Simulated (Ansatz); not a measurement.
Geometry optimisation, RKS PBE-D4/def2-SVP in Ansatz 0.2.0.

The input (input.yaml):

```yaml
crystal:
  periodic: [false, false, false]
  atoms:
    - { symbol: B, position_ang: [0.0, 0.0, 0.0] }
    - { symbol: O, position_ang: [0.0, 0.0, 1.41] }
    - { symbol: H, position_ang: [-0.9095, -0.2814, 1.7471] }
    - { symbol: "N", position_ang: [1.3423, 0.0, -0.775] }
    - { symbol: H, position_ang: [1.8089, -0.9179, -1.0268] }
    - { symbol: H, position_ang: [1.7937, 0.9179, -1.0532] }
    - { symbol: Cl, position_ang: [-1.6108, 0.0, -0.93] }
basis:
  gaussian: { orbitals: def2-SVP }
hamiltonian:
  xc: pbe
  dispersion: d4
relax:
  f_tol: 0.02
  max_steps: 40
```

Command:

```bash
$ ansatz run input.yaml --threads 1 --pin off --max-ram 2048MiB --backend cpu --events-out ev --progress --plain --runs-dir out
```

**Question.** Where does it end, and by what steps?

**Answer.** The run converged. After 10 steps the energy has fallen by 1.262 eV; H6 moved furthest, 0.97 Å.

```
step  energy less start (eV)  largest force component (eV/Å)  accepted
   0                  0.0000                           2.084       yes
   1                 -0.2796                           2.855       yes
   2                 -0.4292                           2.291       yes
   3                 -0.6319                           1.362       yes
   4                 -0.8753                           1.040       yes
   5                 -1.0940                           0.698       yes
   6                 -1.2351                           0.266       yes
   7                 -1.2608                           0.117       yes
   8                 -1.2614                           0.037       yes
   9                 -1.2614                           0.037       yes
  10                 -1.2616                           0.009       yes
```

```xyz
7
Properties=species:S:1:pos:R:3
B 0.050 -0.003 -0.009
O 0.004 -0.479 1.275
H -0.892 -0.416 1.647
N 1.255 -0.004 -0.733
H 2.122 -0.355 -0.328
H 1.330 0.341 -1.687
Cl -1.444 0.635 -0.793
```

Whether the end is a true minimum wasn't checked by a vibrational analysis.

Run time: 14 s on 1 thread of Intel(R) Xeon(R) 6975P-C (Granite Rapids), with other jobs on the host, peak memory 0.15 GiB.
